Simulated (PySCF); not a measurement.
Excited states of Pb(2+) (lead, charge +2)

Ground state [Xe] 4f14 5d10 6s2, ¹S. Calculation: PySCF 2.14, in aug-cc-pVTZ-PP with one added diffuse shell each of d, f type with ECP60MDF (6s5p5d3f, 67 functions); a scalar-relativistic core potential. Vertical excitation energies in eV without spin-orbit coupling; excited terms of each kind are numbered among those the solver found.

```csv
term,leading excitation,TDA-LC-wPBE
1 3P°,6s → p,8.708
1 1P°,6s → p,11.798
1 3S,6s → s,18.071
1 1S,6s → s,18.591
1 3D,6s → d,19.217
1 1D,6s → d,19.519
2 3P°,5d → p,20.015
1 3F°,5d → p,20.149
1 1F°,5d → p,20.595
2 3S,6s → s,24.042
2 1S,6s → s,24.294
```

(1) What does TD-LC-wPBE give for these terms?

Oscillator strength of the first ¹S → ¹P° line: TDA-LC-wPBE 2.10, TD-LC-wPBE 1.66.

The spin-orbit splitting of the hole, absent here, rivals or exceeds the spacing of these terms, so the LS terms are model states.

Only the lower part of the computed list is shown. Doubly excited terms such as np² are absent. The solver can miss terms. Rydberg members are limited by the diffuse functions of the basis.

Answers

(1) 1 3P° 8.528; 1 1P° 11.519; 1 3S 18.068; 1 1S 18.564; 1 3D 19.212; 1 1D 19.517; 2 3P° 19.964; 1 3F° 20.117; 1 1F° 20.592; 2 3S 24.041; 2 1S 24.282 (eV).
